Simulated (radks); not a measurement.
The cobalt ion Co2+, 25 electrons, occupied as [Ar] 3d7.

Calculated with a radial shooting solver on a logarithmic mesh with Libxc functionals: Dirac Kohn-Sham, XLYP, spin-unpolarised, spherical densities, point nucleus; open shells are shared between the two j in proportion to 2j + 1.

Energy parts (eV):
part                      energy
total                 -37900.201
kinetic                38471.932
electron-nucleus      -90384.225
Hartree                15632.062
exchange-correlation   -1619.971

Orbitals (lengths in bohr, moments of r in powers of bohr; <r^-3> diverges for s and p1/2):
\begin{tabular}{lrrrr}
orbital & occ. & eigenvalue (eV) & <1/r> & <r^-3> \\ \hline
1s1/2 & 2 & -7614.560 & 27.04 & - \\
2s1/2 & 2 & -917.9833 & 5.838 & - \\
2p1/2 & 2 & -799.0806 & 5.789 & - \\
2p3/2 & 4 & -784.2342 & 5.677 & 535.7 \\
3s1/2 & 2 & -121.3794 & 1.837 & - \\
3p1/2 & 2 & -85.9457 & 1.707 & - \\
3p3/2 & 4 & -84.0888 & 1.681 & 67.46 \\
3d3/2 & 2.8 & -27.2536 & 1.314 & 6.140 \\
3d5/2 & 4.2 & -27.0553 & 1.307 & 6.016 \\
\end{tabular}

The highest occupied level is 3d5/2 at -27.055 eV. For comparison, the ionisation energy in NIST's Atomic Spectra Database is 33.5 eV (semi-empirical). In exact Kohn-Sham theory the highest level is minus the ionisation energy, but local and semilocal functionals leave it too shallow, through self-interaction and a potential that decays too fast; potentials with the right tail come closer.

Beside tabulated values, note that spin-unpolarised runs miss the spin-polarisation part of the exchange energy of open shells.
